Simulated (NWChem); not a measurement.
Everything below was run with NWChem. System: Cl₃In, charge 0, spin multiplicity 1, at a geometry optimised with PBE0/def2-SVP with def2 effective core potentials on In. The structure started from a generated list of species. Level: B3LYP/x2c-SVPall-2c, spin-orbit ZORA, VWN1-RPA local correlation.

NWChem printed:

```
             Northwest Computational Chemistry Package (NWChem) 7.3.0
             --------------------------------------------------------

                                NWChem Input Module
                                -------------------

 Scaling coordinates for geometry "geometry" by  1.889725989
 (inverse scale =  0.529177249)

                             Geometry "geometry" -> ""
                             -------------------------

 Output coordinates in angstroms (scale by  1.889725989 to convert to a.u.)

  No.       Tag          Charge          X              Y              Z
 ---- ---------------- ---------- -------------- -------------- --------------
    1 In                  49.0000     0.00000000     0.00000000    -0.00000100
    2 Cl                  17.0000     0.00000000     0.00000000     2.32089900
    3 Cl                  17.0000    -2.00996200     0.00000000    -1.16044800
    4 Cl                  17.0000     2.00996200     0.00000000    -1.16044800

 Effective nuclear repulsion energy (a.u.)     683.9155394392

            Nuclear Dipole moment (a.u.)
            ----------------------------
        X                 Y               Z
 ---------------- ---------------- ----------------
     0.0000000000     0.0000000000     0.0000037795


 Summary of "ao basis" -> "" (spherical)
 ------------------------------------------------------------------------------
       Tag                 Description            Shells   Functions and Types
 ---------------- ------------------------------  ------  ---------------------
 *                       x2c-svpall-2c                on all atoms

                                 NWChem DFT Module
                                 -----------------

 Summary of "ao basis" -> "ao basis" (spherical)
 ------------------------------------------------------------------------------
       Tag                 Description            Shells   Functions and Types
 ---------------- ------------------------------  ------  ---------------------
 In                      x2c-svpall-2c              18       50   6s8p4d
 Cl                      x2c-svpall-2c               9       21   4s4p1d

 Summary of "ao basis" -> "ao basis" (spherical)
 ------------------------------------------------------------------------------
       Tag                 Description            Shells   Functions and Types
 ---------------- ------------------------------  ------  ---------------------
 In                      x2c-svpall-2c              18       50   6s8p4d
 Cl                      x2c-svpall-2c               9       21   4s4p1d

            General Information
            -------------------
          SCF calculation type: DFT
          Wavefunction type:  closed shell.
          No. of atoms     :     4
          No. of electrons :   100
           Alpha electrons :    50
            Beta electrons :    50
          Charge           :     0
          Spin multiplicity:     1
          Use of symmetry is: off; symmetry adaption is: off
          Maximum number of iterations: 100
          AO basis - number of functions:   113
                     number of shells:    45
          Convergence on energy requested:  1.00D-06
          Convergence on density requested:  1.00D-05
          Convergence on gradient requested:  5.00D-04

              XC Information
              --------------
                         B3LYP Method XC Potential
                     Hartree-Fock (Exact) Exchange  0.200
                        Slater Exchange Functional  0.800 local
                    Becke 1988 Exchange Functional  0.720 non-local
              Lee-Yang-Parr Correlation Functional  0.810
                  VWN I RPA Correlation Functional  0.190 local

             Grid Information
             ----------------
          Grid used for XC integration:  fine
          Radial quadrature: Mura-Knowles
          Angular quadrature: Lebedev.
          Tag              B.-S. Rad. Rad. Pts. Rad. Cut. Ang. Pts.
          ---              ---------- --------- --------- ---------
          In                  1.55      141           8.0       974
          Cl                  1.00      123          10.0       770
[...]
   218    -0.170894   0.002873  4 Cl pz               108     0.154417   0.008860  4 Cl pz

 Vector   99  Occ=1.000000D+00  E=-3.265298D-01
              MO Center= -1.0D-08, -3.4D-13,  1.8D-08, r^2= 1.7D-04
  Bfn.         Coefficient        Function           Bfn.         Coefficient        Function
  ----     -------------------  ------------         ----     -------------------  ------------
   177    -0.376333   0.000000  2 Cl px               200    -0.325899   0.000000  3 Cl pz
   221     0.325876  -0.000000  4 Cl pz               174    -0.262257   0.000000  2 Cl px
   197    -0.227110   0.000000  3 Cl pz               218     0.227093  -0.000000  4 Cl pz
   198     0.188143  -0.000000  3 Cl px               219     0.188136  -0.000000  4 Cl px
   168     0.133197  -0.000000  2 Cl px               195     0.131112  -0.000000  3 Cl px

 Vector  100  Occ=1.000000D+00  E=-3.265298D-01
              MO Center= -5.6D-05, -7.8D-08,  1.1D-02, r^2= 4.1D+00
  Bfn.         Coefficient        Function           Bfn.         Coefficient        Function
  ----     -------------------  ------------         ----     -------------------  ------------
    64     0.308148   0.216035  2 Cl px                87     0.266852   0.187084  3 Cl pz
   108    -0.266833  -0.187070  4 Cl pz                61     0.214740   0.150550  2 Cl px
    84     0.185962   0.130374  3 Cl pz               105    -0.185948  -0.130364  4 Cl pz
    85    -0.154055  -0.108005  3 Cl px               106    -0.154049  -0.108001  4 Cl px
    55    -0.109064  -0.076462  2 Cl px                82    -0.107357  -0.075265  3 Cl px

 Vector  101  Occ=0.000000D+00  E=-1.182448D-01
              MO Center= -6.1D-10, -2.9D-09,  2.0D-05, r^2= 3.7D-04
  Bfn.         Coefficient        Function           Bfn.         Coefficient        Function
  ----     -------------------  ------------         ----     -------------------  ------------
   118     0.318814   0.776887  1 In s                117    -0.188070  -0.458290  1 In s
   119     0.164843   0.401691  1 In s                179     0.145678   0.354990  2 Cl pz
   198    -0.126174  -0.307432  3 Cl px               219     0.126150   0.307432  4 Cl px
   176     0.079320   0.193288  2 Cl pz               221    -0.072859  -0.177494  4 Cl pz
   200    -0.072818  -0.177494  3 Cl pz               195    -0.068697  -0.167393  3 Cl px

 Vector  102  Occ=0.000000D+00  E=-1.182448D-01
              MO Center=  5.6D-08,  1.5D-08, -5.4D-06, r^2= 4.7D+00
  Bfn.         Coefficient        Function           Bfn.         Coefficient        Function
  ----     -------------------  ------------         ----     -------------------  ------------
     5     0.839759   0.000000  1 In s                  4    -0.495379  -0.000000  1 In s
     6     0.434200   0.000000  1 In s                 66     0.383718   0.000000  2 Cl pz
    85    -0.332316  -0.000011  3 Cl px               106     0.332307  -0.000011  4 Cl px
    63     0.208930   0.000000  2 Cl pz               108    -0.191866  -0.000019  4 Cl pz
    87    -0.191851   0.000019  3 Cl pz                82    -0.180942  -0.000004  3 Cl px

 Vector  103  Occ=0.000000D+00  E=-7.430018D-02
              MO Center= -1.4D-04,  2.1D-09, -5.3D-04, r^2= 1.1D-01
  Bfn.         Coefficient        Function           Bfn.         Coefficient        Function
  ----     -------------------  ------------         ----     -------------------  ------------
    23     0.112110   0.719043  1 In py                20     0.066292   0.425176  1 In py
    14    -0.053085  -0.340472  1 In py                65    -0.035842  -0.229881  2 Cl py
    86    -0.035842  -0.229881  3 Cl py               107    -0.035842  -0.229881  4 Cl py
    11     0.022732   0.145800  1 In py                62    -0.019636  -0.125943  2 Cl py
    83    -0.019636  -0.125943  3 Cl py               104    -0.019636  -0.125943  4 Cl py

   alpha - beta orbital overlaps
   -----------------------------

   alpha      1      2      3      4      5      6      7      8      9     10
    beta      1      2      3      4      5      5      7      8      9     10
 overlap   1.165  1.497  1.723  1.553  0.533  0.026  1.270  1.269  1.270  1.548

   alpha     11     12     13     14     15     16     17     18     19     20
    beta     11     12     13     14     15      7      8      9     85     14
 overlap   1.563  1.548  1.225  1.200  1.225  0.016  0.016  0.016  0.068  0.056

   alpha     21     22     23     24     25     26     27     28     29     30
    beta     66     64    107    108     13     14     15      7      8      9
 overlap   0.098  0.056  0.057  0.038  0.024  0.022  0.024  0.055  0.058  0.055

   alpha     31     32     33     34     35     36     37     38     39     40
    beta     31     32     33     34     35     36     37     38     39     40
 overlap   1.116  1.116  1.116  1.117  1.115  1.086  1.086  1.093  1.098  1.083

   alpha     41     42     43     44     45     46     47     48     49     50
    beta     36     65     38     64     40     36     37     38     39     40
 overlap   0.031  0.033  0.029  0.030  0.031  0.021  0.021  0.021  0.021  0.021

   alpha     51     52     53     54     55     56     57     58     59     60
    beta     51     52     53     53     55     56     57     64     65     66
 overlap   1.094  1.347  0.552  0.304  1.005  1.004  0.996  0.026  0.025  0.018

   alpha     61     62     63     64     65     66     67     68     69     70
    beta     64     65     66     64     65     66     36     65     66     64
 overlap   0.292  0.285  0.214  0.405  0.397  0.288  0.001  0.014  0.018  0.013

   alpha     71     72     73     74     75     76     77     78     79     80
    beta     40     72     73     74     74     76     77     78     85     86
 overlap   0.001  1.094  1.347  0.552  0.304  0.998  1.004  1.003  0.020  0.025

   alpha     81     82     83     84     85     86     87     88     89     90
    beta     87     85     86     87     85     86     87     86     86     87
 overlap   0.024  0.233  0.285  0.272  0.317  0.397  0.375  0.012  0.007  0.007

   alpha     91     92     93     94     95     96     97     98     99    100
    beta     87     85     93     94     95     95     97     98     99    106
 overlap   0.012  0.013  1.094  1.347  0.552  0.304  0.998  1.004  1.003  0.020

   alpha    101    102    103    104    105    106    107    108    109    110
    beta    107    108    106    107    108    106    107    108    107    107
 overlap   0.025  0.024  0.233  0.285  0.272  0.317  0.397  0.375  0.012  0.007

   alpha    111    112    113
    beta    108    108    106
 overlap   0.007  0.012  0.013

     --------------------------
     Expectation value of S2:
     --------------------------
      <S2> =      0.0095 (Exact =     0.0000)

     Multipole analysis of the density
     ---------------------------------

     L   x y z        total         alpha         beta         nuclear
     -   - - -        -----         -----         ----         -------
     0   0 0 0     -0.000000    -50.000000    -50.000000    100.000000

     1   1 0 0     -0.000004     -0.000002     -0.000002      0.000000
     1   0 1 0     -0.000000     -0.000000     -0.000000      0.000000
     1   0 0 1      0.000003     -0.000000     -0.000000      0.000004

     2   2 0 0    -49.479005   -269.996997   -269.996997    490.514988
     2   1 1 0      0.000000      0.000000      0.000000      0.000000
     2   1 0 1      0.000012      0.000006      0.000006      0.000000
     2   0 2 0    -42.937801    -21.468900    -21.468900      0.000000
     2   0 1 1      0.000000      0.000000      0.000000      0.000000
     2   0 0 2    -49.478947   -269.995657   -269.995657    490.512366

 Task  times  cpu:       23.6s     wall:       23.6s

 Total times  cpu:       23.6s     wall:       23.6s
```

Task: Write an NWChem input that would produce this output.

Result: Several could match; the one computed here: 
```
start mol
memory heap 200 mb stack 900 mb global 1100 mb
geometry units angstroms nocenter noautoz noautosym
  In     0.000000     0.000000    -0.000001
  Cl     0.000000     0.000000     2.320899
  Cl    -2.009962     0.000000    -1.160448
  Cl     2.009962     0.000000    -1.160448
end
basis spherical
  * library x2c-svpall-2c
end
relativistic
  zora on
end
dft
  xc b3lyp
  semidirect memsize 60000000 filesize 0
  iterations 100
  grid fine
end
task sodft energy
```
